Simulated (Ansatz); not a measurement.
Consider the ligand exchange at the Si–S bond: `C=NCS[SiH3]` + `[NH2][SbH2]` → `[SiH3][NH][SbH2]` + `C=NCS`.

Program: Ansatz. Geometries: PBE0-D4/def2-TZVP. ΔE: electronic, gas phase. CBS: MP2 limit from def2 TZ/QZ plus the TZ coupled-cluster correction, frozen cores. Functionals use def2-TZVPP. def2 core potentials past Kr. For Sb outer-core shells are correlated without core-valence functions, which leaves a few kJ/mol of doubt a bond. Each species was taken in one conformer, which may not be the lowest.

CCSD(T)/CBS gives +0.01 eV.

Question: Another level gave -0.04 eV. Which?
A. BLYP/def2-TZVPP
B. CAM-B3LYP-D4/def2-TZVPP
C. HF/def2-TZVPP
D. LDA (SPW92)/def2-TZVPP

Answer: B. CAM-B3LYP-D4 -0.04, HF/def2-TZVPP -0.11, LDA (SPW92) 0.09, BLYP 0.02 eV.

Largest T1 diagnostic among the species: 0.013.

In def2-TZVPP, CCSD(T) changes the Hartree–Fock value by +0.10 eV (the triples alone add +0.03 eV) and MP2 by +0.12 eV. From PBE to PBE0 (25 % exact exchange), in def2-TZVPP and without D4, ΔE moves by −0.04 eV. At CCSD(T), def2-SVP lies −0.04 eV from the extrapolated value and def2-TZVPP −0.02 eV.
